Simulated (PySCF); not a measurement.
AlF2Br, SMILES [F][Al]([F])[Br].

The structure is a stationary point at B3LYP-D3(BJ)/def2-SVP.

Method: TDA-ωB97X/def2-SVPD in PySCF 2.14.0.

Vertical excitations. Isolated molecule, no solvent. State labels are in the subgroup C2v.

Problem. Estimate the UV-visible absorptions. (Estimate from the structure and the level; the computed values follow.)

Solution. 
```csv
state,symmetry,energy (eV),λ (nm),f,main pairs
S1,B2,6.76,183,0.028,HOMO→LUMO 91 %
S2,B1,6.89,180,0.057,HOMO−1→LUMO 91 %
S3,A2,7.50,165,0.000,HOMO→LUMO+1 96 %
S4,A1,7.95,156,0.009,"HOMO−1→LUMO+1 79 %, HOMO−2→LUMO 13 %"
S5,A1,8.87,140,0.333,HOMO−2→LUMO 68 %
S6,B2,9.21,135,0.029,HOMO−3→LUMO 87 %
S7,B1,9.28,134,0.002,HOMO−2→LUMO+1 88 %
S8,A2,9.34,133,0.000,HOMO−4→LUMO 88 %
S9,B2,9.52,130,0.111,"HOMO→LUMO+2 67 %, HOMO→LUMO+6 17 %"
S10,B1,9.67,128,0.110,"HOMO−1→LUMO+2 70 %, HOMO−1→LUMO+6 13 %"
T1,B2,6.42,193,0,HOMO→LUMO 88 %
T2,B1,6.59,188,0,HOMO−1→LUMO 87 %
T3,A1,7.37,168,0,HOMO−1→LUMO+1 88 %
T4,A2,7.38,168,0,HOMO→LUMO+1 95 %
```
Triplets are in the Tamm–Dancoff approximation.
